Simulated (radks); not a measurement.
Species: Mg V. Configuration: [He] 2s2 2p4. Method: non-relativistic Kohn-Sham, r2SCAN, spin-polarised, spherical densities, point nucleus; open shells are filled with parallel spins first; meta-GGA in the generalised Kohn-Sham scheme; computed with a radial shooting solver on a logarithmic mesh with Libxc functionals.

Radial electron density D(r) = 4 pi r^2 rho(r):

| r (bohr) | D(r) (e/bohr) | spin D(r) |
|---|---|---|
| 0.006225 | 0.4627 | -0.0000400 |
| 0.007604 | 0.6678 | -0.0000502 |
| 0.009287 | 0.9568 | -0.0000553 |
| 0.01134 | 1.359 | -0.0000420 |
| 0.01385 | 1.909 | 0.0000209 |
| 0.01692 | 2.646 | 0.000203 |
| 0.02067 | 3.608 | 0.000653 |
| 0.02525 | 4.825 | 0.00168 |
| 0.03083 | 6.299 | 0.00392 |
| 0.03766 | 7.985 | 0.00860 |
| 0.046 | 9.771 | 0.0181 |
| 0.05618 | 11.45 | 0.0367 |
| 0.06862 | 12.75 | 0.0721 |
| 0.08382 | 13.34 | 0.137 |
| 0.1024 | 13.00 | 0.249 |
| 0.125 | 11.70 | 0.436 |
| 0.1527 | 9.790 | 0.724 |
| 0.1865 | 7.904 | 1.14 |
| 0.2278 | 6.788 | 1.68 |
| 0.2783 | 6.867 | 2.29 |
| 0.3399 | 7.921 | 2.86 |
| 0.4151 | 9.098 | 3.19 |
| 0.5071 | 9.390 | 3.11 |
| 0.6193 | 8.269 | 2.60 |
| 0.7564 | 6.017 | 1.81 |
| 0.9239 | 3.509 | 1.02 |
| 1.128 | 1.580 | 0.445 |
| 1.378 | 0.5235 | 0.143 |
| 1.684 | 0.1206 | 0.0316 |
| 2.056 | 0.01805 | 0.00447 |

D(r) has 2 maxima, at r = 0.0865, 0.479 bohr, and minima at 0.249 bohr, inside which lie 2.22 electrons.
